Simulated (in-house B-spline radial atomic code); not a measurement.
Ionisation energies along the 17-electron series, configuration [Ne] 3s2 3p5, as differences of self-consistent energies. Dirac energy differences include first-order Breit, QED and recoil terms. NIST's values go from ground level to ground level; the uncertainty of those that are theory runs from under 0.1 % in few-electron ions to several per cent in heavy many-electron ones. Computed with a B-spline radial code for spherical atoms: Dirac-Hartree-Fock, average of the configuration, finite nuclei.

```json
{"ion": "Ga14+", "configuration after": "[Ne] 3s2 3p4", "ionisation energy (eV)": "510.9", "IE/(q+1)² (eV)": "2.2705", "Breit and QED recoil part (eV)": "-0.22098", "tabulated value (eV)": "508.8", "computed minus tabulated (eV)": "2.1"}
{"ion": "Ge15+", "configuration after": "[Ne] 3s2 3p4", "ionisation energy (eV)": "569.8", "IE/(q+1)² (eV)": "2.2259", "Breit and QED recoil part (eV)": "-0.25726", "tabulated value (eV)": "567.3", "computed minus tabulated (eV)": "2.5"}
{"ion": "As16+", "configuration after": "[Ne] 3s2 3p4", "ionisation energy (eV)": "631.9", "IE/(q+1)² (eV)": "2.1866", "Breit and QED recoil part (eV)": "-0.29732", "tabulated value (eV)": "628.8", "computed minus tabulated (eV)": "3.1"}
{"ion": "Se17+", "configuration after": "[Ne] 3s2 3p4", "ionisation energy (eV)": "697.1", "IE/(q+1)² (eV)": "2.1517", "Breit and QED recoil part (eV)": "-0.34114", "tabulated value (eV)": "693.4", "computed minus tabulated (eV)": "3.7"}
{"ion": "Br18+", "configuration after": "[Ne] 3s2 3p4", "ionisation energy (eV)": "765.5", "IE/(q+1)² (eV)": "2.1204", "Breit and QED recoil part (eV)": "-0.38917", "tabulated value (eV)": "761", "computed minus tabulated (eV)": "4.5"}
{"ion": "Kr19+", "configuration after": "[Ne] 3s2 3p4", "ionisation energy (eV)": "836.9", "IE/(q+1)² (eV)": "2.0923", "Breit and QED recoil part (eV)": "-0.44127", "tabulated value (eV)": "831.6", "computed minus tabulated (eV)": "5.3"}
{"ion": "Rb20+", "configuration after": "[Ne] 3s2 3p4", "ionisation energy (eV)": "911.5", "IE/(q+1)² (eV)": "2.0668", "Breit and QED recoil part (eV)": "-0.49791", "tabulated value (eV)": "905.3", "computed minus tabulated (eV)": "6.2"}
{"ion": "Sr21+", "configuration after": "[Ne] 3s2 3p4", "ionisation energy (eV)": "989.2", "IE/(q+1)² (eV)": "2.0438", "Breit and QED recoil part (eV)": "-0.55911", "tabulated value (eV)": "982.1", "computed minus tabulated (eV)": "7.1"}
{"ion": "Zr23+", "configuration after": "[Ne] 3s2 3p4", "ionisation energy (eV)": "1154.0", "IE/(q+1)² (eV)": "2.0035", "Breit and QED recoil part (eV)": "-0.69625", "tabulated value (eV)": "1144.7", "computed minus tabulated (eV)": "9.3"}
{"ion": "Nb24+", "configuration after": "[Ne] 3s2 3p4", "ionisation energy (eV)": "1241.2", "IE/(q+1)² (eV)": "1.9859", "Breit and QED recoil part (eV)": "-0.77247", "tabulated value (eV)": "1230.6", "computed minus tabulated (eV)": "10.6"}
{"ion": "Mo25+", "configuration after": "[Ne] 3s2 3p4", "ionisation energy (eV)": "1331.5", "IE/(q+1)² (eV)": "1.9697", "Breit and QED recoil part (eV)": "-0.85402", "tabulated value (eV)": "1319.6", "computed minus tabulated (eV)": "11.9"}
{"ion": "Tc26+", "configuration after": "[Ne] 3s2 3p4", "ionisation energy (eV)": "1425.0", "IE/(q+1)² (eV)": "1.9547", "Breit and QED recoil part (eV)": "-0.94137", "tabulated value (eV)": "1411.6", "computed minus tabulated (eV)": "13.4"}
{"ion": "Ru27+", "configuration after": "[Ne] 3s2 3p4", "ionisation energy (eV)": "1521.7", "IE/(q+1)² (eV)": "1.9409", "Breit and QED recoil part (eV)": "-1.0343", "tabulated value (eV)": "1506.7", "computed minus tabulated (eV)": "15.0"}
{"ion": "Rh28+", "configuration after": "[Ne] 3s2 3p4", "ionisation energy (eV)": "1621.6", "IE/(q+1)² (eV)": "1.9281", "Breit and QED recoil part (eV)": "-1.1334", "tabulated value (eV)": "1604.9", "computed minus tabulated (eV)": "16.7"}
{"ion": "Pd29+", "configuration after": "[Ne] 3s2 3p4", "ionisation energy (eV)": "1724.6", "IE/(q+1)² (eV)": "1.9163", "Breit and QED recoil part (eV)": "-1.2387", "tabulated value (eV)": "1706.2", "computed minus tabulated (eV)": "18.4"}
{"ion": "Ag30+", "configuration after": "[Ne] 3s2 3p4", "ionisation energy (eV)": "1830.9", "IE/(q+1)² (eV)": "1.9052", "Breit and QED recoil part (eV)": "-1.3505", "tabulated value (eV)": "1810.5", "computed minus tabulated (eV)": "20.4"}
{"ion": "Cd31+", "configuration after": "[Ne] 3s2 3p4", "ionisation energy (eV)": "1940.5", "IE/(q+1)² (eV)": "1.895", "Breit and QED recoil part (eV)": "-1.4688", "tabulated value (eV)": "1917.9", "computed minus tabulated (eV)": "22.6"}
{"ion": "In32+", "configuration after": "[Ne] 3s2 3p4", "ionisation energy (eV)": "2053.2", "IE/(q+1)² (eV)": "1.8854", "Breit and QED recoil part (eV)": "-1.5941", "tabulated value (eV)": "2028.5", "computed minus tabulated (eV)": "24.7"}
{"ion": "Sn33+", "configuration after": "[Ne] 3s2 3p4", "ionisation energy (eV)": "2169.2", "IE/(q+1)² (eV)": "1.8765", "Breit and QED recoil part (eV)": "-1.7265", "tabulated value (eV)": "2142.1", "computed minus tabulated (eV)": "27.1"}
{"ion": "Sb34+", "configuration after": "[Ne] 3s2 3p4", "ionisation energy (eV)": "2288.5", "IE/(q+1)² (eV)": "1.8681", "Breit and QED recoil part (eV)": "-1.8663", "tabulated value (eV)": "2266", "computed minus tabulated (eV)": "22.5"}
{"ion": "Te35+", "configuration after": "[Ne] 3s2 3p4", "ionisation energy (eV)": "2411.0", "IE/(q+1)² (eV)": "1.8604", "Breit and QED recoil part (eV)": "-2.0134", "tabulated value (eV)": "2386", "computed minus tabulated (eV)": "25.0"}
{"ion": "I36+", "configuration after": "[Ne] 3s2 3p4", "ionisation energy (eV)": "2536.9", "IE/(q+1)² (eV)": "1.8531", "Breit and QED recoil part (eV)": "-2.1688", "tabulated value (eV)": "2510", "computed minus tabulated (eV)": "26.9"}
{"ion": "Xe37+", "configuration after": "[Ne] 3s2 3p4", "ionisation energy (eV)": "2666.0", "IE/(q+1)² (eV)": "1.8463", "Breit and QED recoil part (eV)": "-2.3319", "tabulated value (eV)": "2637", "computed minus tabulated (eV)": "29.0"}
```

Where a p, d or f electron is removed, the computed value is a mean over both j, so it misses the tabulated one by a part of the spin-orbit splitting; averaging over terms and missing correlation add to the gap, relatively most at low charge.
